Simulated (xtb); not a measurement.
CHF2, SMILES F[CH]F (connectivity only; charge and spin as stated), charge +1, multiplicity 1. All values are semi-empirical tight-binding results from xtb (GFN2-xTB unless named), good for trends rather than for accurate numbers. Coordinates come from a GFN2-xTB optimisation. The multiplicity is an assumed one; other spin states were not compared. The isomer is the one that the SMILES or the coordinates give; other isomers of the formula were not compared.

Problem. Estimate the properties. (Estimate from the structure and the level; the computed values follow.)

Solution. 
```yaml
point_group_as_xtb_finds_it: C2v
orbital_gap: 4.15 eV
zero_point_energy: 11.7 kcal/mol
G − E(el) at 298.15 K (modified RRHO): -3.0 kcal/mol
static polarisability (D4 model): 15.5 bohr³
solvation energy, GFN2-xTB/ALPB(water): -74.4 kcal/mol
solvation energy, GFN2-xTB/ALPB(dmf): -61.1 kcal/mol
```

Problem. Give the IR lines (harmonic; lines under 4 % of the strongest left out, lines within 3 cm⁻¹ merged). (An estimate is asked for; the answer gives what the named calculation found.)

Solution. ν (cm⁻¹): 576 (w), 1111 (w), 1327 (m), 1550 (vs), 2795 (m) (against the strongest line: vs over 80 %, s over 45 %, m over 15 %, w over 4 %, vw less)
